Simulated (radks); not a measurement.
Results of a calculation; reference values are marked as such.
Q: Numerical settings for the gallium ion Ga18+, [Ne] 3s2 3p1. Code: a radial shooting solver on a logarithmic mesh with Libxc functionals. Model: scalar-relativistic Kohn-Sham, r2SCAN, spin-polarised, spherical densities, finite nucleus; open shells are filled with parallel spins first; meta-GGA in the generalised Kohn-Sham scheme; Fermi nuclear charge, rms radius 3.9973 fm. The defaults (mesh step 0.008 in ln r, mesh end at 40 bohr or more with all orbitals vanishing there, Anderson mixing 0.5 over 9 steps, residual threshold near 1e-9 with the energy settled to 1e-9 hartree or 1e-11 of itself, here a cap of 51 iterations) give E = -1767.260 hartree and 3p at -658.26 eV in 11 iterations. Run on one thread of a shared host, so times are rough (Arm Neoverse V1): 0.1 s of CPU time, 0.1 s wall, 11 iterations on 2189 mesh points. One setting is changed at a time: mesh step in ln r 0.005; mesh step in ln r 0.12; mesh step in ln r 0.08; mesh end (bohr) 3; mesh end (bohr) 2; residual threshold 0.1; residual threshold 0.001; mixing 0.05; linear mixing, mixing 0.2; linear mixing, mixing 1; mixing history 2; iteration cap 5. Which runs fail to converge, and which converge to a wrong energy?

A: Not converged within the cap: mesh step in ln r 0.12; mesh step in ln r 0.08; linear mixing, mixing 0.2; linear mixing, mixing 1; iteration cap 5. No run marked as converged misses the energy by more than 1 mhartree.
